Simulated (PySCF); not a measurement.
First SCF of a structure search on doublet NbO₂, at a hand-made side-on geometry. PySCF input:

```python
from pyscf import gto, scf, dft
mol = gto.M(atom='''
Nb     0.000000     0.000000     0.000000
O      0.700000     0.000000     2.024390
O     -0.700000     0.000000     2.024390''',
    basis={'Nb': 'def2-TZVP', 'O': 'def2-TZVP'},
    ecp={'Nb': 'def2-TZVP'},
    charge=0, spin=1)
mf = dft.UKS(mol, xc='PBE0')
mf.grids.atom_grid = (50, 194)
aux = {'Nb': 'def2-universal-JKFIT', 'O': 'def2-universal-JKFIT'}
mf = mf.density_fit(auxbasis=aux)
mf.conv_tol = 1e-08
mf.diis_space = 10
mf.max_cycle = 60
mf.init_guess = 'minao'
mf.verbose = 4
mf.kernel()
```

Excerpt of the output (cycles alone):

```
init E= -201.044533776906
cycle= 1 E= -203.18419374613  delta_E= -2.14  |g|= 2.88  |ddm|= 3.31
cycle= 2 E= -191.870818085099  delta_E= 11.3  |g|= 5.09  |ddm|= 4.08
cycle= 3 E= -205.800409432218  delta_E= -13.9  |g|= 1.17  |ddm|= 3.64
cycle= 4 E= -205.635424404139  delta_E= 0.165  |g|= 1.77  |ddm|= 2.66
cycle= 5 E= -206.330187644826  delta_E= -0.695  |g|= 1.28  |ddm|= 0.32
cycle= 6 E= -206.990189118133  delta_E= -0.66  |g|= 0.44  |ddm|= 0.528
cycle= 7 E= -207.077824458657  delta_E= -0.0876  |g|= 0.19  |ddm|= 0.365
cycle= 8 E= -207.10202291589  delta_E= -0.0242  |g|= 0.0374  |ddm|= 0.21
cycle= 9 E= -207.108628143056  delta_E= -0.00661  |g|= 0.0417  |ddm|= 0.182
cycle= 10 E= -207.112321689248  delta_E= -0.00369  |g|= 0.0374  |ddm|= 0.0943
cycle= 11 E= -207.116931616906  delta_E= -0.00461  |g|= 0.034  |ddm|= 0.134
cycle= 12 E= -207.123758403348  delta_E= -0.00683  |g|= 0.0245  |ddm|= 0.357
cycle= 13 E= -207.124002610014  delta_E= -0.000244  |g|= 0.0178  |ddm|= 0.0227
cycle= 14 E= -207.124429778695  delta_E= -0.000427  |g|= 0.00678  |ddm|= 0.0841
cycle= 15 E= -207.124494668275  delta_E= -6.49e-05  |g|= 0.00536  |ddm|= 0.0196
cycle= 16 E= -207.12454428672  delta_E= -4.96e-05  |g|= 0.0045  |ddm|= 0.0165
cycle= 17 E= -207.124643325664  delta_E= -9.9e-05  |g|= 0.00297  |ddm|= 0.0433
cycle= 18 E= -207.124711630851  delta_E= -6.83e-05  |g|= 0.00242  |ddm|= 0.0214
cycle= 19 E= -207.124893629426  delta_E= -0.000182  |g|= 0.00459  |ddm|= 0.0909
cycle= 20 E= -207.124928276932  delta_E= -3.46e-05  |g|= 0.00373  |ddm|= 0.0279
cycle= 21 E= -207.124948046296  delta_E= -1.98e-05  |g|= 0.000798  |ddm|= 0.0118
cycle= 22 E= -207.124960459671  delta_E= -1.24e-05  |g|= 0.00146  |ddm|= 0.0187
cycle= 23 E= -207.124964360552  delta_E= -3.9e-06  |g|= 0.00106  |ddm|= 0.00591
cycle= 24 E= -207.124969002397  delta_E= -4.64e-06  |g|= 0.00105  |ddm|= 0.0107
cycle= 25 E= -207.124970631346  delta_E= -1.63e-06  |g|= 0.000209  |ddm|= 0.00476
cycle= 26 E= -207.124971219782  delta_E= -5.88e-07  |g|= 0.000497  |ddm|= 0.00494
cycle= 27 E= -207.124971641922  delta_E= -4.22e-07  |g|= 9.16e-05  |ddm|= 0.00213
cycle= 28 E= -207.124971851846  delta_E= -2.1e-07  |g|= 0.000102  |ddm|= 0.00356
cycle= 29 E= -207.124971873081  delta_E= -2.12e-08  |g|= 2.28e-05  |ddm|= 0.000691
cycle= 30 E= -207.124971874758  delta_E= -1.68e-09  |g|= 4.78e-05  |ddm|= 0.000203
Extra cycle  E= -207.124971854794  delta_E= 2e-08  |g|= 0.000208  |ddm|= 0.000167
converged SCF energy = -207.124971854794  <S^2> = 1.9148797  2S+1 = 2.942706
```

This is not the lowest solution: all starts ended here, but a stability analysis within the same unrestricted form found one 21.3 kJ/mol lower, at -207.13309 Eh.

With open d or f shells other occupations or spin states may lie lower.

The search for the lowest solution, 3 starts and the stability check together, took 16 s on 4 threads of a shared Arm Neoverse V1 host, with 102 basis functions; the process peaked at 0.4 GiB. Launch command: `OMP_NUM_THREADS=4 python axn.py task.json out`.
